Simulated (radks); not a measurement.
Values are calculated unless marked as measured or tabulated.
Question: P2+, 13 electrons, occupied as [Ne] 3s2 3p1. Level of theory: non-relativistic Kohn-Sham, BLYP, spin-unpolarised, spherical densities, point nucleus (a radial shooting solver on a logarithmic mesh with Libxc functionals). Some entries of the table are withheld. Estimate them.

orbital  occ.  eigenvalue (eV)  r(max) (bohr)  <r> (bohr)
1s          2        -2103.384        0.06803      0.1040
2s          2        -196.4122         0.4203      0.5216
2p          6              (1)            (2)         (3)
3s          2         -33.7415          1.509       1.745
3p          1         -24.1725          1.668       1.975

Answer: 
(1) 2p eigenvalue (eV): -148.1341
(2) 2p r(max) (bohr): 0.3538
(3) 2p <r> (bohr): 0.4849
